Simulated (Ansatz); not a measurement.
Start from `[OH][Al]([F])[SH]` and change one atom or group to get `N=[CH][Al]([F])[SH]`.

Ansatz, PBE0-D4/def2-TZVP geometries, multiplicity 1. Each molecule was computed in one conformer, which needn't be the lowest.

```tsv
property	`[OH][Al]([F])[SH]`
HOMO–LUMO gap (PBE0/def2-TZVPP) / eV	7.29
HOMO energy (PBE/def2-TZVPP) / eV	-6.79
HOMO–LUMO gap (B3LYP/def2-TZVPP) / eV	6.69
LUMO energy (B3LYP/def2-TZVPP) / eV	-1.08
LUMO energy (PBE0/def2-TZVPP) / eV	-0.76
HOMO energy (B3LYP/def2-TZVPP) / eV	-7.77
```

(1) What does the change do to each property? (An estimate is asked.)

## Answers

(1) The calculation gave: 
```csv
property,`N=[CH][Al]([F])[SH]`,shift
HOMO–LUMO gap (PBE0/def2-TZVPP) / eV,5.78,-1.51
HOMO energy (PBE/def2-TZVPP) / eV,-6.16,0.63
HOMO–LUMO gap (B3LYP/def2-TZVPP) / eV,5.34,-1.35
LUMO energy (B3LYP/def2-TZVPP) / eV,-2.01,-0.93
LUMO energy (PBE0/def2-TZVPP) / eV,-1.79,-1.03
HOMO energy (B3LYP/def2-TZVPP) / eV,-7.35,0.42
```

With PBE0 the HOMO rises by 0.48 eV and the LUMO falls by 1.03 eV, so the gap narrows by about 1.51 eV. PBE moves the HOMO by 0.63 eV and ωB97M-V by 0.40 eV. The zero-point energy changes by 45.4 kJ/mol with +6 modes.

B3LYP here is the variant with VWN-RPA as its local correlation; programs differ in this.
